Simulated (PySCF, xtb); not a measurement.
Pb(OH)(SiH3) (H4OPbSi), SMILES [OH][Pb][SiH3] (connectivity only; charge and spin as stated), neutral, multiplicity 1.

GFN2-xTB in xtb 6.7.1 at its own geometry gives an orbital gap of 1.88 eV and a dipole moment of 3.64 D.

Coordinates come from a PBE0-D3(BJ)/def2-SVP optimisation. The def2 effective core potentials stand for the cores of Pb; spin–orbit coupling is left out. Other conformers were not sampled.

Q: What does PBE/def2-TZVPD (PySCF) give? (The exact figures need the calculation; the answer reports its results.)

A: gap 2.05 eV (levels -5.50 and -3.45 eV), dipole 2.05 D.
